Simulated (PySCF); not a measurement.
Series CXY, Y = H, computed as singlets and as triplets. Isolated molecules, 0 K electronic values unless said otherwise. One relaxed conformer stands for each flexible species; it need not be the lowest. Strings in code marks are SMILES.

Method: PySCF with PBE-D3(BJ)/def2-TZVP // PBE0-D3(BJ)/def2-TZVP. All candidates: neutral, multiplicity 3. 

The highest occupied spin orbital is -6.62 eV and the dipole moment is 3.06 D.

Q: Name which member has these values.
(A) `[C-]#[N+][CH]` (lower triplet)
(B) `[CH]N` (excited triplet)
(C) `[CH]C#N` (lower triplet)
(D) `[CH]Cl` (triplet; the order of the spin states depends on the level)

A: C, `[CH]C#N` (lower triplet). The others give `[CH]Cl` (triplet; the order of the spin states depends on the level): -4.93 eV, 0.76 D; `[CH]N` (excited triplet): -4.23 eV, 1.73 D; `[C-]#[N+][CH]` (lower triplet): -5.95 eV, 2.99 D
